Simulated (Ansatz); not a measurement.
CdSe₂⁻. Total charge -1; quartet. Geometry PBE0-D4/def2-TZVPD; atoms count from 1.

Cartesian coordinates in Å:
```
Cd 0.000 0.000 0.000
Se -1.826 -0.337 2.133
Se 1.826 0.337 -2.133
```

In the def2 sets Cd takes a core potential; there is no spin–orbit coupling. At PBE0-D4/def2-TZVPD a doublet of charge -1 lies 2.26 eV below the quartet, each at its own geometry. The structure comes from a short search, and lower isomers may exist.

(1) Estimate the Mulliken populations from the PBE0/def2-TZVPD orbitals of Ansatz.

(2) Where does the spin sit?

(3) And the Mayer bond orders between heavy atoms (over 0.3)?

Answers

(1) 
```csv
atom,charge (e),spin (α − β),d electrons
Cd1,0.13,0.60,10.00
Se2,-0.56,1.20,–
Se3,-0.56,1.20,–
```
Mulliken values depend strongly on the basis. With diffuse functions, as here, like atoms can get unlike values, and bond orders can come out too low or too high.

(2) Summed by element: Cd 0.60, Se 2.40, of 3 unpaired in all. Largest on single atoms: Se2 1.20, Se3 1.20, Cd1 0.60.

(3) Cd1–Se2 0.39 (2.83 Å); Cd1–Se3 0.39 (2.83 Å).
